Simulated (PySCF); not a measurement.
Ionising WF

UHF-CCSD(T); W def2-TZVPPD with ECP60, F def2-TZVPPD; scalar-relativistic core potentials (PySCF 2.14). Neutral (UHF): sextet (σ ↑, π ↑↑, δ ↑↑), Re = 1.901 Å, ωe = 637 cm⁻¹.

WF⁺ (UHF): quintet (σ ↑, π ↑, δ ↑↑), Re = 1.794 Å, ωe = 784 cm⁻¹. The energies at the minima are -166.48601 hartree for WF and -166.18979 for WF⁺.

Q: Work out the adiabatic ionisation energy, without and with harmonic zero-point energies (1 hartree = 27.2114 eV, 1 eV = 8065.5 cm⁻¹), and the change of the bond length.

A: At UHF-CCSD(T): 0.29622 hartree = 8.061 eV between the minima; the zero-point term (784.0 − 637.0)/2 cm⁻¹ = +0.009 eV makes it 8.070 eV. Re changes by -10.7 pm against the neutral. The electron leaves a π orbital, and the shorter bond of the ion fits an antibonding orbital, or a change in how ionic the bond is.

WF⁻ (ROHF): quintet (π ↑↑, δ ↑↑), Re = 1.951 Å, ωe = 542 cm⁻¹. The energies at the minima are -166.48601 hartree for WF and -166.52884 for WF⁻.

Q: Work out the adiabatic electron affinity, without and with harmonic zero-point energies (1 hartree = 27.2114 eV, 1 eV = 8065.5 cm⁻¹), and the change of the bond length.

A: At CCSD(T): 0.04283 hartree = 1.165 eV between the minima; the zero-point term (637.0 − 542.0)/2 cm⁻¹ = +0.006 eV makes it 1.171 eV. Re changes by +5.0 pm against the neutral. The electron enters a σ orbital, and the longer bond of the ion fits an antibonding orbital, or a change in how ionic the bond is.

Correlated steps freeze 1 core orbital. De is left out where the level can put another filling of the metal’s s and d shells below the measured ground configuration, by anything from nothing to about 1 eV. UHF and ROHF references stand side by side, which adds small steps between rows. These are scalar-relativistic numbers at best; spin–orbit coupling would shift them, the dissociation energy most. The state is the lowest single determinant that the PBE0 search found; with open d or f shells the true ground state can be another one.

Neutral and ion stand on different kinds of reference determinant, which adds to the error of the difference.
